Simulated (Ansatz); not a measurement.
Reaction (cleavage of the Si–B bond): `N[SiH](Cl)BO` + H–F → `N[SiH](F)Cl` + `BO`

Program: Ansatz. Geometries: PBE0-D4/def2-TZVP. ΔE: electronic, gas phase. CBS: MP2 limit from def2 TZ/QZ plus the TZ coupled-cluster correction, frozen cores. This one scheme is used for every species. Functionals use def2-TZVPP. B3LYP here is the variant with VWN-RPA as its local correlation; programs differ in this. One conformer a species, not always the lowest.

Question: Is it downhill or uphill in electronic energy at CCSD(T)/CBS, and by how much? (An estimate is asked.)

Answer: Ansatz gave: Downhill: ΔE = -1.78 eV.

Question: What do these levels give: PBE0-D4, B3LYP-D4, ωB97X-V, PBE, B3LYP, HF/def2-TZVPP, CCSD(T)/def2-TZVPP, HF/def2-QZVPP, MP2/def2-QZVPP, SCS-MP2/def2-QZVPP, HF/CBS(def2), CCSD/CBS(def2)? (Best estimate.)

Answer: Ansatz gave: PBE0-D4 -1.65, B3LYP-D4 -1.79, ωB97X-V -1.81, PBE -1.63, B3LYP -1.87, HF/def2-TZVPP -2.08, CCSD(T)/def2-TZVPP -1.79, HF/def2-QZVPP -2.11, MP2/def2-QZVPP -1.84, SCS-MP2/def2-QZVPP -1.88, HF/CBS(def2) -2.11, CCSD/CBS(def2) -1.82 eV.

Largest T1 diagnostic among the species: 0.014.

The D4 term adds +0.07 eV with B3LYP and +0.04 eV with PBE0; it sums over pairs of atoms, weighted by their polarisabilities, and B3LYP, whose exchange is more repulsive, gets the larger term. From PBE to PBE0 (25 % exact exchange), in def2-TZVPP and without D4, ΔE moves by −0.07 eV. In def2-TZVPP, CCSD(T) changes the Hartree–Fock value by +0.30 eV (the triples alone add +0.04 eV) and MP2 by +0.25 eV.
